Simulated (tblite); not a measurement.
C₇H₁₅PSi.
Bonds: C1–C2, C2–C3 (triple), C3–Si4, Si4–P5, Si4–C6, C6–C7, Si4–C8, C8–C9. Hydrogens: H10, H11, H12 on C1; H13, H14 on P5; H15, H16 on C6; H17, H18, H19 on C7; H20, H21 on C8; H22, H23, H24 on C9.

Structure optimised with GFN2-xTB, isolated species.

List the bond lengths, angles and torsions at this level.

```
                   bond  length (Å)   order
                  C1–C2       1.445  single
                  C2≡C3       1.207  triple
                 C3–Si4       1.856  single
                 Si4–P5       2.265  single
         Si4–C6, Si4–C8       1.912  single
           C6–C7, C8–C9       1.521  single
 C1–H10, C1–H11, C1–H12       1.090  single
         P5–H13, P5–H14       1.383  single
         C6–H15, C8–H21       1.091  single
         C6–H16, C8–H20       1.090  single
C7–H17 and 5 like bonds       1.089  single
```

Bonds in one row agree within 0.01 Å and their mean is given. Orders are formal, as drawn. A selection of angles:
```
    angle  degrees
 C1–C2–C3    178.9
C2–C3–Si4    176.9
C3–Si4–P5    112.2
C3–Si4–C6    108.6
P5–Si4–C6    108.2
C6–Si4–C8    110.9
Si4–C6–C7    112.3
```

Dihedral angles: C3–Si4–C6–C7 -65° (synclinal); C3–Si4–C8–C9 67° (synclinal). The mirror-image conformer, all signs reversed, is as good.

The 4 C–C bonds span 1.207 Å (C2≡C3, drawn triple) to 1.521 Å (C6–C7, drawn single), a spread of 0.314 Å. The C–Si distances run from 1.856 Å (C3–Si4, drawn single) to 1.912 Å (Si4–C6, drawn single), a spread of 0.056 Å. Si4 (four-coordinate silicon) is tetrahedral (angles from 108.2° to 112.2°). Of the pairs four or more bonds apart, P5···H24 is among the closest relative to their van der Waals radii: 3.07 Å, 102 % of the sum of Bondi's values. P5 (three-coordinate phosphorus) is pyramidal (angles 94.8°, 94.6° and 92.1°, sum 281.5°, 0.84 Å off the plane of its three neighbours).

Its GFN2-xTB frequencies are all real (lowest 25 cm⁻¹). One conformer, not necessarily the lowest (C3–Si4–P5–H 47° and -45°, C3–Si4–C6–C7 -65°, C3–Si4–C8–C9 67°).

All values are computed, not measured.
